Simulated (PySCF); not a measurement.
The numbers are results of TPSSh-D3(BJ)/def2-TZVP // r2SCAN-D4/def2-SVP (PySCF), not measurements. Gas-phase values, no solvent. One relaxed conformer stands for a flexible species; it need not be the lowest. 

Reference species: [Zr(NH2)2(Br)2] (neutral, multiplicity 1).

```yaml
LUMO: -2.02 eV
coordination_number: 4
HOMO: -7.01 eV
charge on the central atom (Mulliken): 1.51 e
```

Changed species: [Zr(NH2)4] (0 of 4 NH2 replaced by Br; the reference has 2 of 4 NH2 replaced by Br).

Predict the effect on the LUMO, coordination number, HOMO and charge on the central atom (Mulliken).

the LUMO rises by 1.70 eV, to -0.32 eV; the coordination number stays essentially unchanged; the HOMO rises by 1.08 eV, to -5.93 eV; the charge on the central atom (Mulliken) goes up by 0.22 e, to 1.73 e.
